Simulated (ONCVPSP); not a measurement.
**Nb (Z = 41): variants of one ONCV potential**

Base potential:

ONCVPSP 4.0.1 input, shortened (lines: element, Z, core and valence counts, functional; n l f; lmax; l rc ep ncon nbas qcut; lloc lpopt rc5 dvloc0; l nproj debl; icmod fcfact rcfact), PBE, scalar-relativistic:

```
  Nb 41.00    6    4        4      upf
    1    0    2.00
    2    0    2.00
    2    1    6.00
    3    0    2.00
    3    1    6.00
    3    2   10.00
    4    0    2.00
    4    1    6.00
    4    2    4.50
    5    0    0.50
    3
    0    1.55    0.00    4    9    5.90
    1    1.60    0.00    4    8    7.90
    2    1.70    0.00    4    8    5.80
    3    1.55    0.43    4    9    7.50
    4    4    1.20    0.00
    0    2    3.60
    1    2    2.70
    2    2    3.00
    3    2    2.40
    0    0.00    0.00
```

All-electron outer shells of the reference configuration (PBE, scalar-relativistic, ld1.x):

| shell | level (eV) | outermost node (bohr) | outermost maximum (bohr) |
| --- | --- | --- | --- |
| 3d | -195.25 | – | 0.33 |
| 4s | -57.41 | 0.53 | 1.04 |
| 4p | -33.59 | 0.54 | 1.12 |
| 5s | -3.70 | 1.41 | 3.12 |
| 4d | -2.41 | 0.55 | 1.51 |

Cutoffs, loose and tight: the cutoffs (Ha) at which the residual kinetic energy of the hardest occupied pseudo-wave falls to 1 and 0.1 mHa per electron. They do not see the model core or the augmentation charge, which bear on the density cutoff. Test errors are all-electron minus pseudo excitation energies from the reference, over the configurations 4s2 4p6 4d4 5s1; 4s2 4p6 4d4 5s0; 4s2 4p6 4d3 5s0; 4s2 4p6 4d3 5s1 5p1. A dash means not determined; rows that change the core or the reference have their own tests.

| change | outcome | cutoff, loose | cutoff, tight | bound ghosts | GHOST(+) flags above zero | largest test error (meV) |
| --- | --- | --- | --- | --- | --- | --- |
| base | generated | 21 Ha | 67 Ha | none | none | +0.6 |
| local potential polynomial inside 1.35 bohr (lpopt 5, dvloc0 1 Ha) | generated | 21 Ha | 67 Ha | none | s | +0.6 |
| s: ncon 5, nbas 10 | generated | 25 Ha | 112 Ha | none | s | +0.8 |
| f: qcut 4.7 | generated | 21 Ha | 67 Ha | none | none | +0.6 |
| local potential polynomial inside 1.20 bohr (lpopt 4, dvloc0 -3 Ha) | generated | 21 Ha | 67 Ha | none | s | +0.6 |
| f: rc 1.12; local potential polynomial inside 1.12 bohr (lpopt 4, dvloc0 0 Ha) | generated | 21 Ha | 67 Ha | none | s | +0.6 |

What comes out with this change to the base: reference 4s2 4p6 4d3; wave 4s+5s: rc 1.55 bohr, ncon 4, nbas 9, qcut 5.9 1/bohr, 2 projectors becomes 4s: rc 1.55 bohr, ncon 4, nbas 9, qcut 5.9 1/bohr, 2 projectors, debl 3.6 Ha?

outcome: generated; cutoff, loose: 21 Ha; cutoff, tight: 67 Ha; bound ghosts: none; GHOST(+) flags above zero: none; largest test error (meV): +15.
